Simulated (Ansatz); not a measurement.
`O=[CH][GeH2][SiH3]` + H–F → `F[SiH3]` + `O=[CH][GeH3]`  (cleavage of the Si–Ge bond)

Computed with Ansatz on PBE0-D4/def2-TZVP structures; ΔE is electronic, products minus reactants. CCSD(T)/CBS is the MP2 limit (def2-TZVPP, def2-QZVPP) plus CCSD(T) − MP2 in def2-TZVPP, frozen cores. This one scheme is used for every species. Functionals use def2-TZVPP. For Ge outer-core shells are correlated without core-valence functions, which leaves a few kJ/mol of doubt a bond. Scalar relativity is left out up to krypton. One conformer a species, not always the lowest.

`O=[CH][GeH2][SiH3]`:

Cartesian coordinates in Å:
```
O 1.201 1.596 -1.923
C 0.557 0.596 -1.780
Ge -0.801 0.373 -0.316
Si 0.235 -0.717 1.531
H 0.714 -0.274 -2.462
H -1.953 -0.492 -0.865
H -1.323 1.766 0.065
H 1.334 0.133 2.057
H -0.759 -0.962 2.608
H 0.796 -2.019 1.084
```

H–F:

Cartesian coordinates in Å:
```
F -0.446 -0.083 -0.076
H 0.446 0.083 0.076
```

`F[SiH3]`:

Z-matrix (Å, degrees):
```
Si
F 1 1.600
H 1 1.482 2 108.3
H 1 1.482 2 108.3 3 -120.0
H 1 1.482 2 108.3 3 120.0
```

`O=[CH][GeH3]`:

```xyz
7

O    -1.321   -0.511    1.555
C    -0.222   -0.452    1.080
Ge    0.140    0.311   -0.740
H     0.655   -0.831    1.656
H     0.811   -0.774   -1.599
H    -1.181    0.770   -1.363
H     1.119    1.488   -0.588
```

CCSD(T)/CBS gives -1.08 eV.

Problem. Another level gave -1.22 eV. Which?
A. CCSD/def2-TZVPP
B. SCS-MP2/def2-TZVPP
C. PBE0-D4/def2-TZVPP
D. r2SCAN-D4/def2-TZVPP

Solution. B. SCS-MP2/def2-TZVPP -1.22, PBE0-D4 -0.94, CCSD/def2-TZVPP -1.14, r2SCAN-D4 -1.08 eV.

Largest T1 diagnostic among the species: 0.015.

The D4 term adds +0.09 eV with B3LYP and +0.05 eV with PBE0; it sums over pairs of atoms, weighted by their polarisabilities, and B3LYP, whose exchange is more repulsive, gets the larger term. In def2-TZVPP, CCSD(T) changes the Hartree–Fock value by +0.36 eV (the triples alone add +0.05 eV) and MP2 by +0.33 eV. From PBE to PBE0 (25 % exact exchange), in def2-TZVPP and without D4, ΔE moves by −0.05 eV.

B3LYP here is the variant with VWN-RPA as its local correlation; programs differ in this.
